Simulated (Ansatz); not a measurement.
Ansatz (a first-principles code) input (B3LYP/LANL2DZ): The .json file is the Basis Set Exchange's LANL2DZ.

Ansatz 0.2 input:
```yaml
crystal:
  periodic: [false, false, false]
  atoms:
    - {symbol: O, position_ang: [1.51950000, -0.19014600, 0.06236800]}
    - {symbol: C, position_ang: [0.32979900, -0.04127000, 0.01353700]}
    - {symbol: C, position_ang: [-1.00244100, -0.54943700, -0.04873700]}
    - {symbol: C, position_ang: [-0.83702700, 0.77962300, -0.02676500]}
    - {symbol: H, position_ang: [-1.73981000, -1.33933800, -0.08892500]}
    - {symbol: H, position_ang: [-1.35817500, 1.72701100, -0.03823300]}
basis:
  gaussian:
    orbitals: LANL2DZ.json
hamiltonian:
  xc: {name: B3LYP}
relax: {f_tol: 0.003, max_steps: 120}
```

Output:

```
Functional definition: B3LYP
integrals: 0.01 GiB planned
621 factors; integrals over basis functions are off by at most 3.1e-4 eV
mean field: 0.11 GiB planned
mean field evaluation 1: about -5181.8047 eV, gradient 4.4e1 eV
mean field evaluation 2: about -5173.4933 eV, gradient 8.1e1 eV
mean field evaluation 4: about -5186.3408 eV, gradient 2.2e0 eV
mean field evaluation 8: about -5186.3402 eV, gradient 2.7e-2 eV
mean field -5186.34017089 eV, -190.5944858526 hartree, gradient 1.1e-5 eV, S^2 0.000000; 0 other end points of the search recorded, 0 dependent functions left out
the calculation of the forces begins
reference -5186.34035417 eV, -190.5944925878 hartree; 14, 14 occupied and 26, 26 virtual orbitals, 621 factors
relax step   1: F+E_penalty+E_count = -5186.34017089 eV  Δ(F+E_penalty+E_count) = +0.000e0 eV  max|allowed force component| = 2.987e0 eV/Å  Δτ_max = 0.0000 Å  (25 SCF iters, accepted)
these checks for a lower state are left out or cut short: starts, cluster_reference, orbital_swaps, neighbouring_geometries, increment
integrals: 0.01 GiB planned
621 factors; integrals over basis functions are off by at most 3.1e-4 eV
mean field: 0.11 GiB planned
mean field evaluation 16: about -5186.4361 eV, gradient 2.6e0 eV
mean field -5186.44736161 eV, -190.5984250391 hartree, gradient 1.2e-5 eV, S^2 0.000000; 0 other end points of the search recorded, 0 dependent functions left out
the calculation of the forces begins
reference -5186.44754542 eV, -190.5984317939 hartree; 14, 14 occupied and 26, 26 virtual orbitals, 621 factors
relax step   2: F+E_penalty+E_count = -5186.44736161 eV  Δ(F+E_penalty+E_count) = -1.072e-1 eV  max|allowed force component| = 6.702e-1 eV/Å  Δτ_max = 0.0339 Å  (28 SCF iters, accepted)
these checks for a lower state are left out or cut short: starts, cluster_reference, orbital_swaps, neighbouring_geometries, increment
integrals: 0.01 GiB planned
621 factors; integrals over basis functions are off by at most 3.1e-4 eV
mean field: 0.11 GiB planned
mean field -5186.45589984 eV, -190.5987388132 hartree, gradient 1.3e-5 eV, S^2 0.000000; 0 other end points of the search recorded, 0 dependent functions left out
the calculation of the forces begins
reference -5186.45608384 eV, -190.5987455748 hartree; 14, 14 occupied and 26, 26 virtual orbitals, 621 factors
relax step   3: F+E_penalty+E_count = -5186.45589984 eV  Δ(F+E_penalty+E_count) = -8.538e-3 eV  max|allowed force component| = 7.634e-2 eV/Å  Δτ_max = 0.0097 Å  (29 SCF iters, accepted)
these checks for a lower state are left out or cut short: starts, cluster_reference, orbital_swaps, neighbouring_geometries, increment
integrals: 0.01 GiB planned
621 factors; integrals over basis functions are off by at most 3.1e-4 eV
mean field: 0.11 GiB planned
mean field evaluation 32: about -5186.4694 eV, gradient 1.3e-1 eV
mean field -5186.45604287 eV, -190.5987440692 hartree, gradient 4.7e-5 eV, S^2 0.000000; 0 other end points of the search recorded, 0 dependent functions left out
the calculation of the forces begins
reference -5186.45622684 eV, -190.5987508299 hartree; 14, 14 occupied and 26, 26 virtual orbitals, 621 factors
relax step   4: F+E_penalty+E_count = -5186.45604287 eV  Δ(F+E_penalty+E_count) = -1.430e-4 eV  max|allowed force component| = 2.325e-2 eV/Å  Δτ_max = 0.0017 Å  (19 SCF iters, accepted)
these checks for a lower state are left out or cut short: starts, cluster_reference, orbital_swaps, neighbouring_geometries, increment
integrals: 0.01 GiB planned
621 factors; integrals over basis functions are off by at most 3.1e-4 eV
mean field: 0.11 GiB planned
mean field -5186.45609037 eV, -190.5987458149 hartree, gradient 5.7e-5 eV, S^2 0.000000; 0 other end points of the search recorded, 0 dependent functions left out
the calculation of the forces begins
reference -5186.45627428 eV, -190.5987525733 hartree; 14, 14 occupied and 26, 26 virtual orbitals, 621 factors
relax step   5: F+E_penalty+E_count = -5186.45609037 eV  Δ(F+E_penalty+E_count) = -4.750e-5 eV  max|allowed force component| = 1.455e-2 eV/Å  Δτ_max = 0.0033 Å  (19 SCF iters, accepted)
these checks for a lower state are left out or cut short: starts, cluster_reference, orbital_swaps, neighbouring_geometries, increment
integrals: 0.01 GiB planned
621 factors; integrals over basis functions are off by at most 3.1e-4 eV
mean field: 0.11 GiB planned
mean field -5186.45609362 eV, -190.5987459342 hartree, gradient 2.8e-5 eV, S^2 0.000000; 0 other end points of the search recorded, 0 dependent functions left out
the calculation of the forces begins
reference -5186.45627752 eV, -190.5987526924 hartree; 14, 14 occupied and 26, 26 virtual orbitals, 621 factors
relax step   6: F+E_penalty+E_count = -5186.45609362 eV  Δ(F+E_penalty+E_count) = -3.246e-6 eV  max|allowed force component| = 4.828e-3 eV/Å  Δτ_max = 0.0004 Å  (18 SCF iters, accepted)
these checks for a lower state are left out or cut short: starts, cluster_reference, orbital_swaps, neighbouring_geometries, increment
integrals: 0.01 GiB planned
621 factors; integrals over basis functions are off by at most 3.1e-4 eV
mean field: 0.11 GiB planned
mean field -5186.45609431 eV, -190.5987459597 hartree, gradient 1.3e-5 eV, S^2 0.000000; 0 other end points of the search recorded, 0 dependent functions left out
the calculation of the forces begins
reference -5186.45627821 eV, -190.5987527179 hartree; 14, 14 occupied and 26, 26 virtual orbitals, 621 factors
relax step   7: F+E_penalty+E_count = -5186.45609431 eV  Δ(F+E_penalty+E_count) = -6.918e-7 eV  max|allowed force component| = 1.207e-4 eV/Å  Δτ_max = 0.0001 Å  (19 SCF iters, accepted)
integrals: 0.01 GiB planned
621 factors; integrals over basis functions are off by at most 3.1e-4 eV
mean field: 0.11 GiB planned
mean field evaluation 64: about -5186.4561 eV, gradient 2.3e-4 eV
mean field -5186.45609431 eV, -190.5987459597 hartree, gradient 1.3e-5 eV, S^2 0.000000; 1 other end points of the search recorded, 0 dependent functions left out
the calculation of the forces begins
reference -5186.45627821 eV, -190.5987527179 hartree; 14, 14 occupied and 26, 26 virtual orbitals, 621 factors
Total energy: -5186.45627821 eV, -190.5987527179 hartree
Atom 0 at     1.562323    -0.195505     0.064126 Å, force    -0.000078     0.000010    -0.000003 eV/Å
Atom 1 at     0.338320    -0.042336     0.013887 Å, force     0.000120    -0.000015     0.000005 eV/Å
Atom 2 at    -1.022979    -0.563680    -0.049769 Å, force    -0.000092    -0.000101    -0.000005 eV/Å
Atom 3 at    -0.853444     0.798490    -0.027250 Å, force    -0.000065     0.000121    -0.000001 eV/Å
Atom 4 at    -1.750183    -1.363983    -0.089643 Å, force     0.000067     0.000066     0.000004 eV/Å
Atom 5 at    -1.362190     1.753457    -0.038106 Å, force     0.000048    -0.000081     0.000001 eV/Å
Dipole moment:    -0.916609     0.114702    -0.037622 e Å
```

The geometry given is a B3LYP-D3(BJ)/def2-TZVP minimum.
